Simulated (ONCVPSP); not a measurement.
**Varying the ONCV potential for technetium**

Base potential:

technetium, optimised norm-conserving Vanderbilt (ONCV), made with ONCVPSP 4.0.1 (PBE, fully relativistic). Core [Ar] 3d10, reference 4s2 4p6 4d5 5s2. Waves: 4s+5s: rc 1.35 bohr, ncon 3, nbas 7, qcut 7.2 1/bohr, 3 projectors, debl 1.8 Ha; 4p: rc 1.50 bohr, ncon 5, nbas 8, qcut 10.3 1/bohr, 2 projectors, debl 2.9 Ha; 4d: rc 2.35 bohr, ncon 5, nbas 10, qcut 7.7 1/bohr, 2 projectors, debl 3 Ha. Local part: polynomial inside 0.90 bohr (lpopt 4, dvloc0 4 Ha). Core correction: Teter function fitted to the true core (icmod 2), fcfact 0.2.

Open shells are filled in proportion to 2j + 1.

Cutoffs, loose and tight: the cutoffs (Ha) at which the residual kinetic energy of the hardest occupied pseudo-wave falls to 1 and 0.1 mHa per electron. They do not see the model core or the augmentation charge, which bear on the density cutoff. Test errors are all-electron minus pseudo excitation energies from the reference, over the configurations 4s2 4p6 4d5 5s1; 4s2 4p6 4d5 5s0; 4s2 4p6 4d4 5s0; 4s2 4p5 4d5 5s2. A dash means not determined; rows that change the core or the reference have their own tests.

| change | outcome | cutoff, loose | cutoff, tight | bound ghosts | GHOST(+) flags above zero | largest test error (meV) |
| --- | --- | --- | --- | --- | --- | --- |
| base | generated | 37 Ha | 44 Ha | none | s | -23 |
| all radii but the core radius scaled by about 0.78 (s 1.06, p 1.18, d 1.84 bohr); local potential polynomial inside 0.70 bohr (lpopt 4, dvloc0 4 Ha) | generated | 40 Ha | 120 Ha | none | s | -4.3 |
| all radii but the core radius scaled by about 0.89 (s 1.20, p 1.34, d 2.10 bohr); local potential polynomial inside 0.80 bohr (lpopt 4, dvloc0 4 Ha) | generated | 40 Ha | 91 Ha | none | s, d5/2 | -10 |
| all radii but the core radius scaled by about 1.32 (s 1.78, p 1.98, d 3.12 bohr); local potential polynomial inside 1.20 bohr (lpopt 4, dvloc0 4 Ha) | generated | 27 Ha | 33 Ha | none | s | -106 |

**Question.** What comes out with this change to the base: all radii but the core radius scaled by about 1.05 (s 1.42, p 1.58, d 2.48 bohr); local potential polynomial inside 0.96 bohr (lpopt 4, dvloc0 4 Ha)?

**Answer.** outcome: generated; cutoff, loose: 35 Ha; cutoff, tight: 42 Ha; bound ghosts: none; GHOST(+) flags above zero: s; largest test error (meV): -33.

**Question.** What comes out with this change to the base: all radii but the core radius scaled by about 1.15 (s 1.56, p 1.72, d 2.70 bohr); local potential polynomial inside 1.04 bohr (lpopt 4, dvloc0 4 Ha)?

**Answer.** outcome: generated; cutoff, loose: 32 Ha; cutoff, tight: 39 Ha; bound ghosts: none; GHOST(+) flags above zero: s; largest test error (meV): -56.

**Question.** What comes out with this change to the base: all radii but the core radius scaled by about 1.22 (s 1.64, p 1.82, d 2.86 bohr); local potential polynomial inside 1.10 bohr (lpopt 4, dvloc0 4 Ha)?

**Answer.** outcome: generated; cutoff, loose: 30 Ha; cutoff, tight: 37 Ha; bound ghosts: none; GHOST(+) flags above zero: s; largest test error (meV): -78.

Reading the sweep of the scale of all radii but the core radius (base = 1) (base included, trends over the rows without a ghost): The loose cutoff falls from 40 Ha at 0.78 to 27 Ha at 1.32. A larger radius leaves more room for a smooth pseudo-wave, so fewer plane waves are needed; a smaller one forces it to follow the all-electron wave where it bends sharply. The median size of the test errors (rows with all tests solved) rises from 1.6 meV at 0.78 to 20.3 meV at 1.32, with one reversal. More of the atom is replaced by a form fitted at one configuration, so other configurations suffer as the radius grows.
